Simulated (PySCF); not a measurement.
Compound: C4H6BN.
Atom-mapped SMILES: `[NH2:1][C:2]1=[CH:3][BH:4][CH:5]=[CH:6]1` (hydrogens: H7, H8 on N1; H9 on C3; H10 on B4; H11 on C5; H12 on C6)

Level of theory: PySCF 2.14.0, BHandHLYP/cc-pVDZ geometry optimisation, gas phase.

Question: What internal coordinates does the optimisation give?

Answer: 
```csv
bond,length (Å)
N1–C2,1.339
C2=C3,1.370
C3–B4,1.511
B4–C5,1.615
C5=C6,1.330
C2–C6,1.508
"N1–H7, N1–H8",1.002
C3–H9,1.083
B4–H10,1.197
C5–H11,1.084
C6–H12,1.087
```

Bonds in one row agree within 0.01 Å and their mean is given. A selection of angles:
```csv
angle,degrees
C2–N1–H7,121.2
H7–N1–H8,118.0
N1–C2–C3,129.2
N1–C2–C6,118.5
C3–C2–C6,112.4
C2–C3–B4,106.1
C2–C3–H9,122.5
B4–C3–H9,131.4
C3–B4–C5,105.3
C3–B4–H10,129.1
C5–B4–H10,125.6
B4–C5–C6,106.3
B4–C5–H11,130.6
C6–C5–H11,123.1
C5–C6–H12,128.1
C2–C6–C5,110.0
C2–C6–H12,121.9
```

Dihedral angles: N1–C2–C3–B4 180° (antiperiplanar); C2–C3–B4–C5 0° (synperiplanar); C3–B4–C5–C6 0° (synperiplanar); B4–C5–C6–C2 0° (synperiplanar); N1–C2–C6–C5 180° (antiperiplanar).

N1 (enamine nitrogen) is planar (angles 121.2°, 120.8° and 118.0°, sum 360.0°, 0.01 Å off the plane of its three neighbours). The C–C distances run from 1.330 Å (C5=C6, drawn double) to 1.508 Å (C2–C6, drawn single), a spread of 0.178 Å. B4 (ring boron) is planar (angles 129.1°, 125.6° and 105.3°, sum 360.0°, 0.00 Å off the plane of its three neighbours). Of the pairs four or more bonds apart, H7···H12 is among the closest relative to their van der Waals radii: 2.48 Å, 103 % of the sum of Bondi's values. The 5-membered ring C2–C3–B4–C5–C6 has internal angles of 105.3° to 112.4° (sum 540°, against 540° for a flat polygon); it is planar, 0.00 Å rms from its mean plane, widest ring torsion 0°. The 6 heavy atoms lie in one plane (0.001 Å rms). The B–C distances run from 1.511 Å (C3–B4, drawn single) to 1.615 Å (B4–C5, drawn single), a spread of 0.104 Å.

Point group: Cs (tolerance 0.08 Å). No frequency check.
